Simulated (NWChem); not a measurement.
Molecule: C$_{5}$H$_{5}$, doublet; SMILES C1CC=[C]C=1

```xyz
10

C      1.2576     0.1114     0.0000
C      0.4596     1.1831     0.0000
C     -0.9634     0.6440     0.0000
C     -0.7826    -0.8572     0.0000
C      0.5349    -1.1573     0.0000
H      0.7182     2.2342     0.0000
H     -1.5262     0.9858     0.8817
H     -1.5262     0.9858    -0.8817
H     -1.6084    -1.5608     0.0000
H      0.9870    -2.1418     0.0000
```
Atoms are numbered in this order, from 1.

Level: B3LYP/6-31G* (spherical d), spin-unrestricted (NWChem), optimised geometry, unscaled harmonic frequencies. In the optimisation the excess spin sits in a' (Cs, its own frame).

List the harmonic frequencies with IR intensities, and the thermochemistry.


```json
[
 {"frequency (cm⁻¹)": "346", "IR intensity (km/mol)": "5.7"},
 {"frequency (cm⁻¹)": "521", "IR intensity (km/mol)": "6.7"},
 {"frequency (cm⁻¹)": "650", "IR intensity (km/mol)": "0.5"},
 {"frequency (cm⁻¹)": "704", "IR intensity (km/mol)": "45.5"},
 {"frequency (cm⁻¹)": "785", "IR intensity (km/mol)": "0.1"},
 {"frequency (cm⁻¹)": "790", "IR intensity (km/mol)": "9.3"},
 {"frequency (cm⁻¹)": "910", "IR intensity (km/mol)": "6.9"},
 {"frequency (cm⁻¹)": "913", "IR intensity (km/mol)": "13.5"},
 {"frequency (cm⁻¹)": "940", "IR intensity (km/mol)": "0.0"},
 {"frequency (cm⁻¹)": "976", "IR intensity (km/mol)": "10.5"},
 {"frequency (cm⁻¹)": "1043", "IR intensity (km/mol)": "2.5"},
 {"frequency (cm⁻¹)": "1123", "IR intensity (km/mol)": "0.6"},
 {"frequency (cm⁻¹)": "1127", "IR intensity (km/mol)": "2.0"},
 {"frequency (cm⁻¹)": "1221", "IR intensity (km/mol)": "1.6"},
 {"frequency (cm⁻¹)": "1263", "IR intensity (km/mol)": "2.6"},
 {"frequency (cm⁻¹)": "1375", "IR intensity (km/mol)": "4.7"},
 {"frequency (cm⁻¹)": "1441", "IR intensity (km/mol)": "5.9"},
 {"frequency (cm⁻¹)": "1566", "IR intensity (km/mol)": "0.8"},
 {"frequency (cm⁻¹)": "1624", "IR intensity (km/mol)": "0.3"},
 {"frequency (cm⁻¹)": "3031", "IR intensity (km/mol)": "10.1"},
 {"frequency (cm⁻¹)": "3062", "IR intensity (km/mol)": "10.1"},
 {"frequency (cm⁻¹)": "3222", "IR intensity (km/mol)": "3.8"},
 {"frequency (cm⁻¹)": "3252", "IR intensity (km/mol)": "13.9"},
 {"frequency (cm⁻¹)": "3255", "IR intensity (km/mol)": "0.2"}
]
```

```yaml
zero_point_energy: 50.2 kcal/mol
thermal correction to the enthalpy at 298.15 K (with zero-point energy): 53.4 kcal/mol
heat capacity Cv: 15.2 cal/(mol K)
"entropy at 298.15 K and 1 atm (symmetry number 1, electronic part: spin degeneracy alone)": 67.8 cal/(mol K)
dipole_moment: 1.27 D
```

Rigid rotor and harmonic oscillator.
